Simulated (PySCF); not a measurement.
PySCF 2.14 output of an unrestricted r2SCAN calculation on a single atom or ion in ANO-RCC-VTZP (7s6p4d2f1g, 68 functions), with scalar relativity by spin-free X2C-1e:

```
SCF conv_tol = 1e-09
number electrons alpha = 23  beta = 20
    J. W. Furness, A. D. Kaplan, J. Ning, J. P. Perdew, and J. Sun.,  J. Phys. Chem. Lett. 11, 8208-8215 (2020)
    J. W. Furness, A. D. Kaplan, J. Ning, J. P. Perdew, and J. Sun.,  J. Phys. Chem. Lett. 11, 9248-9248 (2020)
    J. W. Furness, A. D. Kaplan, J. Ning, J. P. Perdew, and J. Sun.,  J. Phys. Chem. Lett. 11, 8208-8215 (2020)
    J. W. Furness, A. D. Kaplan, J. Ning, J. P. Perdew, and J. Sun.,  J. Phys. Chem. Lett. 11, 9248-9248 (2020)
cycle= 1 E= -5042.88704984731  delta_E= -0.00792  |g|= 0.0342  |ddm|= 0.0482
cycle= 2 E= -5042.88712705059  delta_E= -7.72e-05  |g|= 0.00602  |ddm|= 0.00518
cycle= 3 E= -5042.88712896067  delta_E= -1.91e-06  |g|= 0.000647  |ddm|= 0.000601
cycle= 4 E= -5042.88712899579  delta_E= -3.51e-08  |g|= 0.000408  |ddm|= 0.000284
cycle= 5 E= -5042.88712902348  delta_E= -2.77e-08  |g|= 3.6e-06  |ddm|= 0.000118
cycle= 6 E= -5042.88712902349  delta_E= -8.19e-12  |g|= 2.11e-07  |ddm|= 2.6e-06
converged SCF energy = -5042.88712902349  <S^2> = 3.7518306  2S+1 = 4.0009152
```

The run itself started from symmetry-adapted Hartree-Fock orbitals and held the occupation by maximum overlap, on a logarithmic radial grid, so the iterations belong to that start.

Problem. Which element, charge and spin multiplicity is this?

Solution. Pd(3+) (palladium, charge +3), multiplicity 4; the state was [Kr] 4d7, high-spin 4F determinant.
